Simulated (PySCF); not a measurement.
Run record: geometry optimisation, Mo(NH2)4, `[NH2][Mo]([NH2])([NH2])[NH2]`.

Method: PBE0-D3(BJ)/def2-SVP geometry optimisation, gas phase, def2 core potentials past Kr (PySCF 2.14.0). Start geometry: GFN2-xTB. The input is one job of a driver script: a line of settings, then coordinates in Å.

Input:
```
{"job": {"xc": "PBE0", "basis": "def2-SVP", "d3": "d3bj", "grid": 1, "maxiter": 30, "shake": 0.03, "kind": "geom"}, "charge": 0, "multiplicity": 1}
Mo     0.004900    -0.171550     0.092160
N     -0.533910    -0.078890     1.856870
H     -0.761590    -0.102690     2.836850
H     -1.333860     0.066660     1.289940
N      1.261950    -0.046650    -1.349350
H      2.199870    -0.380180    -1.449440
H      1.042790     0.439390    -2.194640
N     -0.197340     1.822510    -0.192200
H      0.608790     2.390770    -0.109990
H     -1.033040     2.441860    -0.260200
N     -0.603970    -1.834100    -0.246950
H      0.397490    -1.875010     0.253200
H     -1.021450    -2.724230    -0.504040
```

Output:
```
step   0  E = -291.53119840  max force = 0.088532
step   1  E = -291.56691873  max force = 0.039520
step   2  E = -291.58853043  max force = 0.018271
step   3  E = -291.60568175  max force = 0.026239
step   4  E = -291.62647841  max force = 0.031048
step   5  E = -291.64166838  max force = 0.009847
step   6  E = -291.64711266  max force = 0.020718
step   7  E = -291.65047332  max force = 0.007502
step   8  E = -291.65209869  max force = 0.005802
step   9  E = -291.65326600  max force = 0.003304
step  10  E = -291.65363580  max force = 0.003212
step  11  E = -291.65407369  max force = 0.002991
step  12  E = -291.65425882  max force = 0.003267
step  13  E = -291.65451834  max force = 0.003811
step  14  E = -291.65480756  max force = 0.004440
step  15  E = -291.65507244  max force = 0.003662
step  16  E = -291.65521850  max force = 0.002167
step  17  E = -291.65528119  max force = 0.001273
step  18  E = -291.65532361  max force = 0.001160
step  19  E = -291.65535261  max force = 0.000716
step  20  E = -291.65536212  max force = 0.000362
optimisation converged
```

Energies in Eh; «max force» is the largest Cartesian gradient component in Eh/bohr.

Q: Give the first gradient maximum in eV/Å.

A: With 1 Eh/bohr = 51.422 eV/Å, 4.553 eV/Å.

Main results: final energy -291.65536 Eh after 20 steps; dipole 0.03 D.

Q: Give the final coordinates.

A: 1.163 Å rms from the input after alignment:
```
atom  x, y, z in Å
Mo1   -0.0027   -0.0058    0.0025
N2     0.0510   -0.0981    1.9214
H3     0.7162    0.4196    2.4986
H4    -0.7374   -0.3819    2.5062
N5     1.8062    0.0219   -0.6420
H6     2.5608   -0.5445   -0.2508
H7     2.0795    0.3370   -1.5743
N8    -0.8801    1.5861   -0.6199
H9    -0.4374    2.5060   -0.6579
H10   -1.8935    1.7069   -0.6561
N11   -0.9731   -1.5308   -0.6513
H12   -0.8865   -2.4723   -0.2652
H13   -1.3724   -1.5964   -1.5890
```

Q: Estimate the wall time. Hardware: one thread, Arm Neoverse V2 (aarch64) (shared host). And the peak memory of the process?

A: About 2.6 min, with 0.48 GiB resident at the peak, the Python interpreter and its libraries included.
Labels such as C1 count atoms from 1, the log's own numbers from 0.
